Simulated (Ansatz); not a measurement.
Question: Name a neutral molecule of B, C, Cl and H with LUMO energy (B3LYP/def2-TZVPP) between -0.90 and -0.60 eV and ideal-gas entropy at 298 K and 1 bar (rigid rotor, harmonic PBE0-D4/def2-TZVP) between 269 and 285 J/(mol·K) (Ansatz, PBE0-D4/def2-TZVP geometry).

Answer: `ClC1=CB1` (-0.70 eV, 279 J/(mol·K)); `ClB1C=C1` (-0.79 eV, 273 J/(mol·K)). Other molecules can fit too; these were computed, each in one conformer that needn't be the lowest.

B3LYP here is the variant with VWN-RPA as its local correlation; programs differ in this.
